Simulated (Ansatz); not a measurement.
Two isomers of B2FH5Si: A = `FBB[SiH3]`, B = `B[SiH](B)F`.

Isolated molecules relaxed with PBE0-D4/def2-TZVP in Ansatz; ΔE leaves out vibrations. CCSD(T)/CBS is the MP2 limit (def2-TZVPP, def2-QZVPP) plus CCSD(T) − MP2 in def2-TZVPP, frozen cores. Functionals use def2-TZVPP. B3LYP here is the variant with VWN-RPA as its local correlation; programs differ in this. One conformer a species, not always the lowest.

Problem. Which isomer does CCSD(T)/CBS put lower? Give the gap. (An estimate is asked.)

Solution. Ansatz gave: A, by 6.1 kcal/mol.

Problem. Give E(B) − E(A) in kcal/mol with CCSD(T)/def2-TZVPP, B3LYP, CCSD(T)/def2-SVP, r2SCAN-D4, B2PLYP, MP2/def2-TZVPP, ωB97M-V. (Best estimate.)

Solution. Ansatz gave: CCSD(T)/def2-TZVPP 7.2, B3LYP 8.0, CCSD(T)/def2-SVP 15.0, r2SCAN-D4 7.8, B2PLYP 7.4, MP2/def2-TZVPP 6.8, ωB97M-V 7.7. None reverses the order clearly.

Problem. Does the order hold for the free energy at 298.15 K (harmonic terms from PBE0-D4)? (Estimate.)

Solution. Computed: Yes: G(B) − G(A) = +6.9 kcal/mol, for one conformer each. Modes under 60 cm⁻¹, often nearly free rotors, make the harmonic entropy too high.

Largest T1 diagnostic: 0.014.

In def2-TZVPP, CCSD(T) changes the Hartree–Fock value by +1.5 kcal/mol (the triples alone add +0.4 kcal/mol) and MP2 by +1.1 kcal/mol. From BLYP to BHLYP (50 % exact exchange), in def2-TZVPP and without D4, E(B) − E(A) moves by −1.4 kcal/mol.
